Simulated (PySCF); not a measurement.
C2H3BClNO.

```xyz
9

B      0.1852    -0.3376     0.6242
Cl     1.8403    -0.4592     0.0055
C     -0.1824    -0.9572     2.0081
H     -0.3620    -2.0377     1.8589
H     -1.1014    -0.5282     2.4313
H      0.6401    -0.8764     2.7329
N     -0.7709     0.2991    -0.1989
C     -1.4061     0.8695    -1.0393
O     -2.0576     1.4210    -1.8323
```

The structure is a stationary point at PBE0-D3(BJ)/def2-SVP. The structure was generated by enumeration, and PubChem lists no compound with its InChIKey, so it may never have been made. The values are those of a single conformer.

Level of theory: PBE0/pcSseg-1 run with PySCF. Non-relativistic, no solvent.

Give the absolute GIAO shielding of each atom: isotropic value and principal components (ppm). (The exact figures need the calculation; the answer reports its results.)


| atom | σ(iso) | σ11 | σ22 | σ33 | span |
|---|---|---|---|---|---|
| B1 | 56.1 | 5.4 | 66.3 | 96.7 | 91.3 |
| Cl2 | 698.0 | 378.4 | 828.1 | 887.4 | 509.0 |
| C3 | 172.8 | 155.9 | 170.1 | 192.3 | 36.4 |
| H4 | 30.4 | 27.2 | 27.9 | 36.1 | 8.9 |
| H5 | 30.4 | 26.0 | 29.0 | 36.2 | 10.1 |
| H6 | 30.2 | 26.0 | 29.4 | 35.3 | 9.3 |
| N7 | 177.1 | 90.9 | 147.6 | 292.7 | 201.8 |
| C8 | 54.7 | -41.8 | -39.6 | 245.3 | 287.1 |
| O9 | 153.6 | 69.9 | 120.2 | 270.6 | 200.7 |
